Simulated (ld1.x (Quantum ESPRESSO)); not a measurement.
LDA (PZ) RRKJ dataset for silicon (Si), scalar-relativistic all-electron reference.

ld1.x (Quantum ESPRESSO) 7.5 input, shortened:

```
&input
   title='Si', zed=14., rel=1, dft='PZ', iswitch=3,
   config='[Ne] 3s1 3p3'
 /
 &inputp
   pseudotype=2, tm=.false., lloc=0,
   nlcc=.true., rcore=1.05
 /
2
3P  2  1   3.00   0.00  1.90  1.90  0.0
3S  1  0   1.00   0.00  1.85  1.85  0.0
 &test
   configts(1)='3s1 3p3'
 /
```

All-electron outer shells of the reference configuration (LDA (PZ), scalar-relativistic, ld1.x):

| shell | level (eV) | outermost node (bohr) | outermost maximum (bohr) |
| --- | --- | --- | --- |
| 2s | -140.34 | 0.15 | 0.45 |
| 2p | -97.19 | – | 0.39 |
| 3s | -11.64 | 0.72 | 1.75 |
| 3p | -4.75 | 0.72 | 2.11 |

(1) Estimate the cutoffs (Ry, on a coarse ladder) from which the occupation-weighted sum of valence levels, in a spherical-Bessel basis at the reference potential, stays within 10 and 1 mRy of its value at 400 Ry.

(2) What does a ghost test show?

(3) Which valence shell sets the plane-wave cutoff?

(4) Tests: 3s2 3p2; 3s2 3p1; 3s2 3p0; 3s2 3p1.5; 3s1 3p0; 3s2 3p2.3; 3s1 3p2. Which has the largest error in its energy relative to the reference configuration, and how large is it?

Answers

(1) 21 Ry and 35 Ry.

(2) No extra level below or beside the all-electron valence levels (p, s, d, f tested).

(3) 3s: its level needs 35 Ry to come within 1 mRy, against 25 Ry for 3p.

(4) 3s1 3p0, with +82 meV (all-electron minus pseudo) on +51.28 eV.
